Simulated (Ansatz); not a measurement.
Consider the hydrogenolysis of the Sn–F bond: `[F][SnH]([Cl])[O][SiH3]` + H₂ → `[SiH3][O][SnH2][Cl]` + H–F.

Isolated molecules relaxed with PBE0-D4/def2-TZVP in Ansatz; ΔE leaves out vibrations. CCSD(T)/CBS is the MP2 limit (def2-TZVPP, def2-QZVPP) plus CCSD(T) − MP2 in def2-TZVPP, frozen cores. This one scheme is used for every species. Functionals use def2-TZVPP. B3LYP here is the variant with VWN-RPA as its local correlation; programs differ in this. Elements past krypton have def2 core potentials. For Sn outer-core shells are correlated without core-valence functions, which leaves a few kJ/mol of doubt a bond. One conformer a species, not always the lowest.

(1) Is it downhill or uphill in electronic energy at CCSD(T)/CBS, and by how much? (Best estimate.)

(2) What do these levels give: PBE-D4, BLYP-D4, PBE0-D4, BHLYP-D4, PBE, B3LYP, r2SCANh, LC-ωPBE, HF/def2-SVP, MP2/def2-TZVPP, HF/def2-QZVPP, SCS-MP2/def2-QZVPP? (Best estimate.)

Largest T1 diagnostic among the species: 0.013.

Answers

(1) Ansatz gave: Uphill: ΔE = +0.39 eV.

(2) Computed: PBE-D4 0.41, BLYP-D4 0.51, PBE0-D4 0.31, BHLYP-D4 0.36, PBE 0.40, B3LYP 0.40, r2SCANh 0.42, LC-ωPBE 0.37, HF/def2-SVP 0.19, MP2/def2-TZVPP 0.35, HF/def2-QZVPP 0.35, SCS-MP2/def2-QZVPP 0.42 eV.

From PBE to PBE0 (25 % exact exchange), in def2-TZVPP and without D4, ΔE moves by −0.09 eV. Leaving LDA and LC-ωPBE aside and taking each functional with its dispersion term where it has one, the values, not all of them listed here, spread over 0.20 eV, from PBE-QIDH to BLYP-D4. LDA lies −0.12 eV from PBE without D4.
